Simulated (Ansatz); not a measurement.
**Run times for AlH2I (SMILES [H][Al]([H])[I])**

AlH2I has 4 atoms, charge 0, and is taken as a singlet. SMILES: `[H][Al]([H])[I]`. The shape comes from GFN2-xTB, which is rough for such elements, and wasn't checked as a minimum.

```jsonl
{"atom": "Al", "x (Å)": "0.1134", "y (Å)": "0.1896", "z (Å)": "0.0013"}
{"atom": "H", "x (Å)": "1.6492", "y (Å)": "0.2169", "z (Å)": "0.0106"}
{"atom": "H", "x (Å)": "-0.5891", "y (Å)": "1.5553", "z (Å)": "-0.0222"}
{"atom": "I", "x (Å)": "-1.1735", "y (Å)": "-1.9618", "z (Å)": "0.0104"}
```

Program: Ansatz 0.2.0. Hardware: 1 thread of Arm Neoverse V1, shared host, so times are rough. Ansatz fits the integrals of SCF and DFT runs by default. Its times include its search for lower SCF states.

(1) Estimate their order by wall time, quickest first.
A. energy at SVWN5/STO-3G
B. energy at HF/STO-3G
C. energy at CCSDTQ/STO-3G, 23 core orbitals frozen
D. energy at r2SCAN0/STO-3G

## Answers

(1) B (0.4 s), A (1.2 s), D (4.5 s), C (13 s).
